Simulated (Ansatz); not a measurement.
## Abstraction of F: GaHF2 + CH6FSi2 → GaHF + CH6F2Si2

Species: GaHF2 `[F][GaH][F]`, singlet; CH6FSi2 `F[SiH2]C[SiH2]`, doublet; GaHF `[F][GaH]`, doublet; CH6F2Si2 `F[SiH2]C[SiH2]F`, singlet. A radical takes F: the energy is the difference in strength between the Ga–F bond broken and the Si–F bond made.

Shapes, held fixed at every level: PBE0-D4/def2-TZVP. Flexible molecules stand in one conformer, not always the lowest. Programs: Ansatz 0.2.0. The zero-point and thermal change to 298 K, harmonic and unscaled (PBE0-D4/def2-TZVP), is +2.2 kJ/mol.

```
                level                   kind  ΔH(298 K) (kJ/mol)  less CCSD(T)/def2-TZVPP  CPU time (sum over the molecules)
          HF/def2-SVP           Hartree–Fock               -77.7                    +13.5                                  –
    PBE-D4/def2-TZVPP                    GGA               -93.8                     -2.6                               25 s
 r2SCAN-D4/def2-TZVPP               meta-GGA               -95.6                     -4.4                               53 s
r2SCAN0-D4/def2-TZVPP          global hybrid               -98.1                     -6.9                               54 s
    B2PLYP/def2-TZVPP          double hybrid              -101.0                     -9.8                               50 s
     CCSD(T)/def2-SVP  coupled cluster or CI               -64.8                    +26.4                               48 s
        CCSD/def2-SVP  coupled cluster or CI               -65.3                    +25.9                                  –
   CCSD(T)/def2-TZVPP  coupled cluster or CI               -91.2                      0.0                             63 min
```

The highest level, CCSD(T)/def2-TZVPP, gives ΔH(298 K) = -91.2 kJ/mol; the levels span -101.0 to -64.8. The column of differences is taken from that level and isn't an error. No measured value is set beside it here. Open shells run unrestricted. Relativity is left out for Ga. Outer-core shells of Ga are correlated, in sets that cover them unevenly. Times are processor times on shared x86 and Arm servers, and rough.
